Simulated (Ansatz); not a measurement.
Start from `[OH][GeH2][GeH3]` and change one atom or group to get `[OH][GeH2][F]`.

Ansatz, PBE0-D4/def2-TZVP geometries, multiplicity 1. Each molecule was computed in one conformer, which needn't be the lowest.

Scalar relativity is left out up to krypton.

| property | `[OH][GeH2][GeH3]` |
| --- | --- |
| HOMO energy (B3LYP/def2-TZVPP) / eV | -7.53 |
| HOMO energy (PBE/def2-TZVPP) / eV | -6.45 |
| zero-point energy (PBE0-D4/def2-TZVP) / kJ/mol | 138.0 |
| LUMO energy (B3LYP/def2-TZVPP) / eV | -0.51 |
| HOMO–LUMO gap (B3LYP/def2-TZVPP) / eV | 7.02 |
| LUMO energy (ωB97M-V/def2-TZVPP) / eV | 1.48 |

Q: What does the change do to each property? (An estimate is asked.)

A: Ansatz gave: 
| property | `[OH][GeH2][F]` | shift |
| --- | --- | --- |
| HOMO energy (B3LYP/def2-TZVPP) / eV | -9.04 | -1.51 |
| HOMO energy (PBE/def2-TZVPP) / eV | -7.62 | -1.17 |
| zero-point energy (PBE0-D4/def2-TZVP) / kJ/mol | 84.0 | -54.0 |
| LUMO energy (B3LYP/def2-TZVPP) / eV | -0.08 | 0.43 |
| HOMO–LUMO gap (B3LYP/def2-TZVPP) / eV | 8.96 | 1.94 |
| LUMO energy (ωB97M-V/def2-TZVPP) / eV | 1.95 | 0.47 |

With PBE0 the HOMO falls by 1.55 eV and the LUMO rises by 0.53 eV, so the gap widens by about 2.08 eV. PBE moves the HOMO by -1.17 eV and ωB97M-V by -1.82 eV. The zero-point energy changes by -54.0 kJ/mol with -9 modes.

B3LYP here is the variant with VWN-RPA as its local correlation; programs differ in this.
